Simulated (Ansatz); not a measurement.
Cost and result for the atomization energy of `CC[P+](CC)(CC)[In-]([Cl])([Cl])[Cl]` (26 atoms, 25 bonds).

Cartesian coordinates in Å:
```
C 0.0738 1.0821 -2.5806
C -0.6872 1.1707 -1.2651
P -0.0908 -0.0110 -0.0171
C -0.4614 -1.6802 -0.6382
C -0.0002 -2.7827 0.3047
C -1.0932 0.2386 1.4803
C -0.8751 1.6011 2.1234
In 2.4236 0.2946 0.4587
Cl 3.4209 -1.1472 -1.1062
Cl 2.6073 -0.3725 2.7046
Cl 2.7424 2.5888 0.0603
H -0.0399 0.1060 -3.0551
H -0.2994 1.8345 -3.2775
H 1.1399 1.2671 -2.4345
H -0.5603 2.1642 -0.8265
H -1.7610 1.0075 -1.4073
H 0.0560 -1.7686 -1.5974
H -1.5369 -1.7416 -0.8368
H 1.0764 -2.7298 0.4790
H -0.5038 -2.7327 1.2716
H -0.2166 -3.7596 -0.1310
H -2.1450 0.0782 1.2198
H -0.8018 -0.5534 2.1757
H -1.4730 1.6833 3.0325
H 0.1709 1.7444 2.4017
H -1.1655 2.4184 1.4611
```

Total charge 0; spin multiplicity 1. Correlated methods include outer-core shells of In, which these sets cover unevenly. In takes the def2 core potential. All single points use the PBE0-D4/def2-TZVP geometry. It is one conformer, not always the lowest. Program: Ansatz. All runs use 11 threads of an AMD EPYC 7R13 on a shared host and a whole NVIDIA H100 80 GB. Times are those of one run each, without the atoms' runs, and a repeat can differ threefold. Electronic energies, without spin–orbit coupling; frozen cores. CCSD(T)/CBS adds CCSD(T) − MP2 in def2-TZVPP to the MP2 limit, and its time is that of the two runs behind it. T1 = 0.011. With those shells the extrapolation isn't a true limit. B3LYP takes the VWN-RPA correlation (the form of Gaussian; ORCA's B3LYP/G). HSE06 is the plane-wave form, built on full-range PBE exchange.

CCSD(T)/CBS is a level of theory with its own doubt, some kJ/mol a heavy atom from the limit and from the frozen cores, so smaller differences don't rank the functionals.

| level | functions | wall time |
| --- | --- | --- |
| revPBE-D4/def2-TZVPP | 614 | 3.7 s |
| r2SCAN-D4/def2-TZVPP (with forces) | 614 | 4 s |
| PBE0-D4/def2-TZVPP | 614 | 4.2 s |
| PBE-D4/def2-TZVPP (with forces) | 614 | 4.2 s |
| HSE06-D4/def2-TZVPP | 614 | 4.3 s |
| B3LYP-D4/def2-TZVPP (with forces) | 614 | 5 s |
| B2PLYP/def2-TZVPP | 614 | 5.5 s |
| CCSD(T)/def2-SVP | 257 | 6 s |
| B97M-V/def2-TZVPP | 614 | 6.5 s |
| ωB97M-V/def2-TZVPP (with forces) | 614 | 6.5 s |
| MP2/def2-QZVPP | 1154 | 8.5 s |
| CCSD(T)/def2-TZVPP | 614 | 94 s |
| CCSD(T)/CBS(def2) | – | 100 s |

Q: What atomization energy does each give, and how far from CCSD(T)/CBS? (Best estimate.)

A: Ansatz gave: 
```
                             level  atomization (kJ/mol)  difference from CCSD(T)/CBS  per bond
              revPBE-D4/def2-TZVPP                9545.4                        -76.8      -3.1
r2SCAN-D4/def2-TZVPP (with forces)                9637.2                         15.0       0.6
                PBE0-D4/def2-TZVPP                9666.1                         43.9       1.8
   PBE-D4/def2-TZVPP (with forces)                9747.8                        125.6       5.0
               HSE06-D4/def2-TZVPP                9670.1                         47.9       1.9
 B3LYP-D4/def2-TZVPP (with forces)                9577.7                        -44.5      -1.8
                 B2PLYP/def2-TZVPP                9454.3                       -167.9      -6.7
                  CCSD(T)/def2-SVP                9131.8                       -490.4     -19.6
                 B97M-V/def2-TZVPP                9659.1                         36.9       1.5
  ωB97M-V/def2-TZVPP (with forces)                9648.2                         26.0       1.0
                    MP2/def2-QZVPP                9635.8                         13.6       0.5
                CCSD(T)/def2-TZVPP                9379.3                       -242.9      -9.7
                 CCSD(T)/CBS(def2)                9622.2                          0.0       0.0
```

The D4 term adds +150.2 kJ/mol with B3LYP and +83.9 kJ/mol with PBE0; it sums over pairs of atoms, weighted by their polarisabilities, and B3LYP, whose exchange is more repulsive, gets the larger term. From BLYP to BHLYP (50 % exact exchange), in def2-TZVPP and without D4, the atomization energy moves by −22.4 kJ/mol: exact exchange takes away binding that semilocal exchange gives to molecules. In def2-TZVPP, CCSD(T) changes the Hartree–Fock value by +2162.7 kJ/mol (the triples alone add +132.9 kJ/mol) and MP2 by +2277.2 kJ/mol; breaking electron pairs costs correlation energy, which Hartree–Fock lacks.

Spin–orbit coupling would lower the free In atoms strongly, and the atomization energy with them, by more than many differences here.
